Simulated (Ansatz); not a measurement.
Stepwise reaction of `[NH2][W]([NH2])(=[O])=[S]` with hydrogen chloride, as a gas-phase model of exchange steps in deposition or etching. ΔE in kJ/mol; ΔG adds harmonic PBE0-D4 terms to CCSD(T)/CBS, at 1 bar.

Computed with Ansatz on PBE0-D4/def2-TZVP structures; ΔE is electronic, products minus reactants. CCSD(T)/CBS is the MP2 limit (def2-TZVPP, def2-QZVPP) plus CCSD(T) − MP2 in def2-TZVPP, frozen cores. This one scheme is used for every species. DFT in def2-TZVPP. B3LYP here is the variant with VWN-RPA as its local correlation; programs differ in this. Elements past krypton have def2 core potentials. For W outer-core shells are correlated without core-valence functions, which leaves a few kJ/mol of doubt a bond. Each species was taken in one conformer, which may not be the lowest.

```json
{"step": "1", "reaction": "`[NH2][W]([NH2])(=[O])=[S]` + HCl → `[NH2][W](=[O])(=[S])[Cl]` + NH₃", "PBE-D4": "-62.8", "B3LYP-D4": "-60.8", "ωB97M-V": "-58.3", "CCSD(T)/CBS": "-61.7", "ΔG(500 K)": "-51.2"}
```

**Question.** Give the row of step 2, `[NH2][W](=[O])(=[S])[Cl]` + HCl → `[O]=[W](=[S])([Cl])[Cl]` + NH₃. (An estimate is asked.)

**Answer.** Ansatz gave: 
```csv
step,reaction,PBE-D4,B3LYP-D4,ωB97M-V,CCSD(T)/CBS,ΔG(500 K)
2,`[NH2][W](=[O])(=[S])[Cl]` + HCl → `[O]=[W](=[S])([Cl])[Cl]` + NH₃,-39.2,-37.0,-34.0,-37.6,-32.2
```

**Question.** By hand: ΔE of the 2 steps together at CCSD(T)/CBS.

**Answer.** (-61.7) + (-37.6) = -99.3 kJ/mol, or -49.7 kJ/mol a step.

In ΔE each step is higher than the one before. All are downhill at CCSD(T)/CBS. ΔG lies between -51.2 and -32.2 kJ/mol a step. PBE-D4 differs from CCSD(T)/CBS by -1.6 to -1.1 kJ/mol a step. Isolated molecules leave out the surface, adducts and barriers. Largest T1 diagnostic: 0.022.
